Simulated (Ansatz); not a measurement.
Gas-phase reaction in SMILES: [NH][SiH2]N[SiH3] → [NH-][SiH2]N[SiH3] (an electron is taken up)

Wanted: adiabatic electron affinity (0 K, with zero-point energies), in eV. Positive where the reaction releases energy. Set-up: non-relativistic; open shells spin-unrestricted; six Cartesian d functions in 6-31G* and its kin unless marked 5d; frozen cores in correlated levels; no spin-orbit coupling; no dispersion term unless named. CBS(X,Y): correlation extrapolated as X^-3; Hartree-Fock from the larger set. [CCSD(T)-MP2]/basis is that difference in the basis named. First-principles rows: single points at B3LYP-D3(BJ) geometries (Ansatz, an electronic-structure program), with unscaled harmonic terms from B3LYP/6-31G* (Ansatz) at its own minima. Anions need diffuse functions, which STO-3G, LANL2DZ, def2-SVP, cc-pVDZ and Pople sets without + lack.

```csv
species,coefficient,"E at B3LYP/6-31G* (Ansatz), Eh","E at wB97X-V/def2-TZVPD (Ansatz), Eh","zero-point energy, kcal/mol"
[NH][SiH2]N[SiH3],+1,-692.68481,-692.63419,44.55
[NH-][SiH2]N[SiH3],-1,-692.74260,-692.71151,44.03
```

Coupled cluster (Ansatz) is a level with limits of its own, used here on species with T1 under 0.025 (0.045 for open shells) and stable references: RI-MP2/CBS(aug-cc-pV(T+d)Z,aug-cc-pV(Q+d)Z)+[CCSD(T)-MP2]/aug-cc-pV(T+d)Z. Value to compare with, RI-MP2/CBS(aug-cc-pV(T+d)Z,aug-cc-pV(Q+d)Z)+[CCSD(T)-MP2]/aug-cc-pV(T+d)Z (Ansatz): 2.35 eV. 1 Eh = 27.2114 eV and 1 eV = 23.0605 kcal/mol.

**Question.** Compute it at each level from the table, and compare with RI-MP2/CBS(aug-cc-pV(T+d)Z,aug-cc-pV(Q+d)Z)+[CCSD(T)-MP2]/aug-cc-pV(T+d)Z (Ansatz).

**Answer.** 
- B3LYP/6-31G*: the sum of coefficient times E is 0.05779 Eh, or 1.573 eV; the thermal terms add 0.023. Result: 1.60 eV. Its difference against RI-MP2/CBS(aug-cc-pV(T+d)Z,aug-cc-pV(Q+d)Z)+[CCSD(T)-MP2]/aug-cc-pV(T+d)Z (Ansatz) is -0.75 eV.
- wB97X-V/def2-TZVPD: the sum of coefficient times E is 0.07732 Eh, or 2.104 eV; the thermal terms add 0.023. Result: 2.13 eV. Its difference against RI-MP2/CBS(aug-cc-pV(T+d)Z,aug-cc-pV(Q+d)Z)+[CCSD(T)-MP2]/aug-cc-pV(T+d)Z (Ansatz) is -0.22 eV.
